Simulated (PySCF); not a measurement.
# Excitation energy of Mg by level of theory

Mg [Ne] 3s2 (1S) → Mg [Ne] 3s1 3p1 (3P), as a difference of total energies. Calculation: PySCF 2.14, in aug-cc-pCVQZ-DK (10s9p7d5f3g, 134 functions); the spin-free X2C one-electron Hamiltonian (Gaussian nucleus). Correlated levels: valence: [Ne] frozen; valence and next inner shell: 1s2 frozen; nothing frozen. The calculations carry no spin-orbit coupling.

```json
{"method": "UHF", "excitation energy (cm⁻¹)": "14539", "error (cm⁻¹)": "-7352"}
{"method": "LDA", "excitation energy (cm⁻¹)": "22315", "error (cm⁻¹)": "+424"}
{"method": "PBE", "excitation energy (cm⁻¹)": "21141", "error (cm⁻¹)": "-750"}
{"method": "PBE0", "excitation energy (cm⁻¹)": "20418", "error (cm⁻¹)": "-1473"}
{"method": "r2SCAN", "excitation energy (cm⁻¹)": "19257", "error (cm⁻¹)": "-2634"}
{"method": "TPSSh", "excitation energy (cm⁻¹)": "20643", "error (cm⁻¹)": "-1247"}
{"method": "HSE06", "excitation energy (cm⁻¹)": "20482", "error (cm⁻¹)": "-1409"}
{"method": "BLYP", "excitation energy (cm⁻¹)": "23023", "error (cm⁻¹)": "+1132"}
{"method": "MP2 (valence)", "excitation energy (cm⁻¹)": "19388", "error (cm⁻¹)": "-2502"}
{"method": "SCS-MP2 (valence)", "excitation energy (cm⁻¹)": "20820", "error (cm⁻¹)": "-1070"}
{"method": "MP2 (valence and next inner shell)", "excitation energy (cm⁻¹)": "20520", "error (cm⁻¹)": "-1371"}
{"method": "SCS-MP2 (valence and next inner shell)", "excitation energy (cm⁻¹)": "21689", "error (cm⁻¹)": "-202"}
{"method": "MP2 (all electrons)", "excitation energy (cm⁻¹)": "20501", "error (cm⁻¹)": "-1390"}
{"method": "SCS-MP2 (all electrons)", "excitation energy (cm⁻¹)": "21678", "error (cm⁻¹)": "-213"}
```

Reference: 21891 cm⁻¹ (measured; NIST levels, between the centres of gravity of the two terms).
